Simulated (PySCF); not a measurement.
## `C=C=Cc1ccncc1`, C8H7N

Geometry:
```csv
atom,x (Å),y (Å),z (Å)
C1,3.274,-0.255,-0.568
C2,2.211,0.328,-0.124
C3,1.131,0.909,0.323
C4,-0.210,0.349,0.210
C5,-0.451,-0.885,-0.398
C6,-1.750,-1.350,-0.470
N7,-2.794,-0.691,0.009
C8,-2.569,0.478,0.586
C9,-1.312,1.041,0.713
H10,3.854,-0.926,0.045
H11,3.638,-0.090,-1.571
H12,1.209,1.873,0.812
H13,0.369,-1.458,-0.804
H14,-1.974,-2.302,-0.934
H15,-3.446,0.987,0.964
H16,-1.187,2.000,1.194
```

Method: quadratic response CAM-B3LYP/def2-SVPD first hyperpolarisability, Taylor convention, gas phase in PySCF 2.14.0. Geometry: GFN2-xTB.

**Question.** Give the tensor of the static β(0;0,0) in the axes of these coordinates.

**Answer.** In au, Taylor convention; rows are the first index (the induced dipole):
|  | xx | yy | zz | xy | xz | yz |
| --- | --- | --- | --- | --- | --- | --- |
| x | +113.1 | -8.5 | -27.0 | +73.1 | +16.7 | -1.9 |
| y | +73.1 | -24.5 | -8.0 | -8.5 | -1.9 | -9.0 |
| z | +16.7 | -9.0 | +3.1 | -1.9 | -27.0 | -8.0 |

Norm of βᵢ = ⅓ Σⱼ (βᵢⱼⱼ + βⱼᵢⱼ + βⱼⱼᵢ): 88.3 au, hyper-Rayleigh value 61.2 au.
